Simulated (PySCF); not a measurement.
Gas-phase reaction: Ga₂F₆ + 2 Cl₂ ⇌ 2 GaCl₂ + 6 F

Method: PySCF energies plus ideal-gas RRHO corrections (1 bar). † marks an energy on the PBE0/def2-TZVP geometry and frequencies; other levels use their own. MP2 freezes the core. 6-31G* has spherical d functions here. Open shells (unrestricted): GaCl₂ (multiplicity 2), F (multiplicity 2, electronic degeneracy 6); the rest are closed-shell singlets. Spin-orbit splitting is ignored; it lowers the true energy and changes the entropy of F. B3LYP is the form with VWN-RPA correlation. Ga: all electrons, no relativistic terms. Ga₂F₆, GaCl₂: computed as isolated molecules; such fragments, hydroxides, amides, oligomers or adducts are transient or little studied in the gas. MP2 isn't extrapolated to the basis-set limit; its ΔH°(298 K) is 2102.8 kJ in def2-SVP and 2222.5 kJ in def2-TZVPP. The harmonic model lacks anharmonicity and excited electronic states, which grow with temperature; levels with a mode under 35 cm⁻¹ are left out. Soft modes under 120 cm⁻¹ make the harmonic entropy rough for Ga₂F₆, GaCl₂.

```tsv
level	ΔE electronic, kJ	ΔH°(298 K), kJ	ΔS°(298 K), J/K	ΔG°(1800 K), kJ
B3LYP/6-31G*	2057	2038	698	786
HF/6-31G*	1205	1185	703	-81
M06-2X/def2-TZVP†	2135	2116	694	870
MP2/def2-SVP†	2122	2103	694	856
MP2/def2-TZVPP†	2241	2222	694	976
PBE/def2-SVP	2200	2183	690	945
PBE/def2-TZVP†	2170	2151	694	904
PBE0/def2-QZVP†	2046	2027	694	780
LDA/def2-TZVP†	2621	2602	694	1356
ωB97X-V/def2-TZVP†	2116	2098	694	851
```
ΔH° is lowest at HF/6-31G* and highest at LDA/def2-TZVP†. No reference value is set beside these.
